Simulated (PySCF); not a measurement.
Caution: the restricted solution is unstable towards spin-unrestricted or complex orbitals, so a lower solution exists and this singlet may not be the ground state. This singlet lies 0.49 eV below the relaxed triplet at the level PBE-D3(BJ)/def2-TZVP // PBE-D3(BJ)/def2-SVP (PySCF).

Cartesian coordinates (Å):
```xyz
17

Ni     0.0000     0.0001     0.0000
N      1.8432    -0.6035    -0.1803
H      1.9373    -1.6317    -0.0822
H      2.5219    -0.2200     0.5005
H      2.2501    -0.3703    -1.1054
N     -1.8437     0.6021     0.1815
H     -2.2449     0.3825     1.1123
H     -2.5252     0.2060    -0.4890
H     -1.9406     1.6285     0.0679
N      0.5140     1.1193     1.5091
H      0.9145     0.5713     2.2934
H     -0.2403     1.6766     1.9466
H      1.2358     1.8204     1.2577
N     -0.5137    -1.1177    -1.5104
H      0.2437    -1.6626    -1.9582
H     -0.9284    -0.5709    -2.2881
H     -1.2241    -1.8293    -1.2560
```
Charge +2, spin multiplicity 1.

Task: Estimate the LUMO, total energy and HOMO–LUMO gap that PySCF with TPSSh-D3(BJ)/def2-TZVP // PBE-D3(BJ)/def2-SVP returns for this input.

Result: 
```
Item                  Value
-------------  ------------
LUMO              -11.71 eV
total energy   -47191.04 eV
HOMO–LUMO gap       3.40 eV
```
